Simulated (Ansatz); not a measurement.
Reaction (formal exchange of groups at the In–Cl bond): `C[CH2][In]([NH2])[Cl]` + `CCC` → `C[CH2][In]([NH2])[CH](C)C` + HCl

Isolated molecules relaxed with PBE0-D4/def2-TZVP in Ansatz; ΔE leaves out vibrations. CCSD(T)/CBS is the MP2 limit (def2-TZVPP, def2-QZVPP) plus CCSD(T) − MP2 in def2-TZVPP, frozen cores. This one scheme is used for every species. def2 core potentials past Kr. For In outer-core shells are correlated without core-valence functions, which leaves a few kJ/mol of doubt a bond. Each species was taken in one conformer, which may not be the lowest.

```tsv
species	MP2/def2-QZVPP energy (Eh)
`C[CH2][In]([NH2])[Cl]`	-784.41678
`CCC`	-118.89260
`C[CH2][In]([NH2])[CH](C)C`	-442.90982
HCl	-460.33593
```

**Question.** Work out ΔE.

**Answer.** ΔE = (-442.90982) + (-460.33593) − (-784.41678) − (-118.89260) = 0.06363 Eh = +167.1 kJ/mol. CCSD(T)/CBS gives +168.8 kJ/mol.

Largest T1 diagnostic among the species: 0.013.

The D4 term adds −9.9 kJ/mol with B3LYP and −6.0 kJ/mol with PBE0; it sums over pairs of atoms, weighted by their polarisabilities, and B3LYP, whose exchange is more repulsive, gets the larger term. From PBE to PBE0 (25 % exact exchange), in def2-TZVPP and without D4, ΔE moves by +7.0 kJ/mol. In def2-TZVPP, CCSD(T) changes the Hartree–Fock value by −48.2 kJ/mol (the triples alone add −5.1 kJ/mol) and MP2 by −48.6 kJ/mol.

B3LYP here is the variant with VWN-RPA as its local correlation; programs differ in this.
